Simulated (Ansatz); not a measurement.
Consider the silylene loss: `[SiH3][O][Al]([Cl])[O][SiH3]` → `[OH][Al]([Cl])[O][SiH3]` + `[SiH2]`.

Gas-phase electronic energies from Ansatz, PBE0-D4/def2-TZVP geometries. CBS: MP2 limit from def2 TZ/QZ plus the TZ coupled-cluster correction, frozen cores. This one scheme is used for every species. Functionals use def2-TZVPP. HSE06 is defined as in plane-wave codes. One conformer a species, not always the lowest.

CCSD(T)/CBS gives +344.2 kJ/mol.

Task: Another level gave +351.1 kJ/mol. Which?
A. HSE06-D4/def2-TZVPP
B. LC-ωPBE/def2-TZVPP
C. BHLYP/def2-TZVPP
D. BLYP/def2-TZVPP

Result: C. BHLYP 351.1, BLYP 312.8, HSE06-D4 346.6, LC-ωPBE 357.1 kJ/mol.

Largest T1 diagnostic among the species: 0.014.

From r2SCAN to r2SCAN0 (25 % exact exchange), in def2-TZVPP and without D4, ΔE moves by +4.5 kJ/mol. The D4 term adds +10.9 kJ/mol with B3LYP and +6.2 kJ/mol with PBE0; it sums over pairs of atoms, weighted by their polarisabilities, and B3LYP, whose exchange is more repulsive, gets the larger term.

CCSD(T)/CBS has its own doubt, a few kJ/mol and more with outer-core shells, so smaller differences from it don't rank the levels.

B3LYP here is the variant with VWN-RPA as its local correlation; programs differ in this.
